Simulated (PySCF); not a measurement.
C₂H₂Cl₂, SMILES Cl/C=C\Cl. Coordinates come from a PBE-D3(BJ)/def2-SVP optimisation.

Computed equilibrium geometry at PBE-D3(BJ)/def2-SVP (PySCF confirms it by a frequency run) as bond lengths and angles, and its point group:
point group C2v.
Atoms: Cl1 C2 C3 Cl4 H5 H6. Bond lengths (Å): Cl1–C2 1.724, C2–C3 1.347, C2–H5 1.100, C3–Cl4 1.724, C3–H6 1.100. Angles (°): Cl1–C2–C3 124.6, Cl1–C2–H5 115.0, C3–C2–H5 120.4, C2–C3–Cl4 124.6, C2–C3–H6 120.4, Cl4–C3–H6 115.0.
